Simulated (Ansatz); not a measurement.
Cartesian coordinates in Å:
```
N -1.421 0.486 0.982
Nb -0.006 -0.003 0.085
O 0.310 -1.851 0.483
O 1.440 1.125 0.643
O -0.294 0.207 -1.784
H -2.197 0.750 1.566
H 0.931 -2.433 0.041
H 2.304 1.193 0.233
H -1.068 0.525 -2.249
```

The species carries charge 0 and has multiplicity 1. Nb: def2 effective core potential.

Question: List the PBE/def2-TZVPP orbital energies in eV (Ansatz 0.2.0). (Best estimate.)

Answer: Computed: Occupied: -510.41, -510.11, -510.10, -379.52, -61.21, -37.04, -36.91, -36.91, -24.28, -24.03, -23.93, -18.50, -12.31, -12.09, -11.89, -10.36, -8.78, -8.66, -8.29, -8.09, -7.81, -7.29, -6.33, -6.06. Lowest empty: -1.49, -1.23, -0.98, -0.57, -0.24, 0.08, 0.34, 0.62.
